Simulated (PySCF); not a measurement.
## Telling isomers of C4H9NO2Si apart by NMR

Theory: NMR shieldings at PBE0/pcSseg-1/GIAO, coordinates at the GFN2-xTB level, in PySCF 2.14.0 with density-fitted response routines (non-relativistic, isolated molecule, equivalent nuclei averaged, a single conformation).

Scale: ¹H (σ = 31.72 ppm) and ¹³C (σ = 186.93 ppm) against TMS (reference shieldings calculated alike). Where no couplings were computed, multiplicities follow the n + 1 count of equivalent neighbours, and m marks all less simple cases (inequivalent or close neighbours, rings, F or P nearby). Acid and N–H amide carbonyl carbons lie up to 10 ppm further downfield in solution (hydrogen bonding). Shifts are as computed. Against solution values, carbons near 30 ppm lie about +3 ppm off and those near 130 ppm about +5 ppm. Of 1211 compounds with measured shifts, 218 miss one by over three times the rms of a fit or turn the order of signals round; such compounds aren't used in these exercises. Groups on amide-type nitrogens are kept apart (slow C–N rotation). OH and NH positions are gas-phase values without hydrogen bonding to other molecules.

(1) Tabulate the signals of `C=CO[SiH2]CC(N)=O`, `[H]/N=C\[SiH]1OCCCO1`, `COCCO[SiH2]C#N`, `C=NC(=C)O[SiH2]OC` and their relative energies.

(2) What is the quickest way to tell [H]/N=C\[SiH]1OCCCO1 from COCCO[SiH2]C#N?

(3) What is the quickest way to tell COCCO[SiH2]C#N from C=NC(=C)O[SiH2]OC?

(4) What is the quickest way to tell C=CO[SiH2]CC(N)=O from COCCO[SiH2]C#N?

## Answers

(1) 
```json
{"SMILES": "C=CO[SiH2]CC(N)=O", "carbon types": "1×C 1×CH 2×CH2", "δC": "173.6, 152.8, 103.0, 27.6", "δH": "6.55 (m, 1H), 5.93 (m, 1H), 5.10 (t, 2H), 4.60 (br, 1H), 4.60 (m, 1H), 4.49 (br, 1H), 1.88 (t, 2H)", "E rel. (kcal/mol)": "5.2"}
{"SMILES": "[H]/N=C\\[SiH]1OCCCO1", "carbon types": "1×CH 3×CH2", "δC": "190.5, 68.0, 35.4", "δH": "13.26 (br s, 1H), 8.91 (d, 1H), 4.88 (m, 1H), 4.64 (m, 2H), 4.42 (m, 2H), 2.28 (m, 1H), 1.44 (m, 1H)", "E rel. (kcal/mol)": "0.0"}
{"SMILES": "COCCO[SiH2]C#N", "carbon types": "1×C 2×CH2 1×CH3", "δC": "126.4, 76.4, 65.8, 59.0", "δH": "4.74 (s, 2H), 4.18 (t, 2H), 3.67 (s, 3H), 3.58 (t, 2H)", "E rel. (kcal/mol)": "26.1"}
{"SMILES": "C=NC(=C)O[SiH2]OC", "carbon types": "1×C 2×CH2 1×CH3", "δC": "169.7, 153.7, 79.3, 50.4", "δH": "7.79 (d, 1H), 7.06 (d, 1H), 4.91 (s, 2H), 3.92 (m, 1H), 3.87 (m, 1H), 3.73 (s, 3H)", "E rel. (kcal/mol)": "21.7"}
```

Energies are electronic energies at PBE0/pcSseg-1 on these geometries, without zero-point or thermal terms, each for the one conformer computed, which needn't be the lowest.

(2) Count the carbon signals: 3 against 4. The first has a C=N carbon (CH) at 190.5 ppm, the second a nitrile carbon (C) at 126.4 ppm. In the proton spectra the most deshielded non-exchanging signals are 8.91 (d, 1H) and 4.74 (s, 2H).

(3) Both give the same number of carbon signals, with the same numbers of each carbon type, so the positions decide. The first has a nitrile carbon (C) at 126.4 ppm, the second a C=N carbon (CH2) at 153.7 ppm. Their most deshielded carbons lie at 126.4 and 169.7 ppm. In the proton spectra the most deshielded non-exchanging signals are 4.74 (s, 2H) and 7.79 (d, 1H).

(4) Both give the same number of carbon signals, but DEPT or the intensities differ. The first has an alkene carbon bearing oxygen (CH) at 152.8 ppm, the second a methyl carbon bonded to O (CH3) at 59.0 ppm. Their most deshielded carbons lie at 173.6 and 126.4 ppm. In the proton spectra the most deshielded non-exchanging signals are 6.55 (m, 1H) and 4.74 (s, 2H).
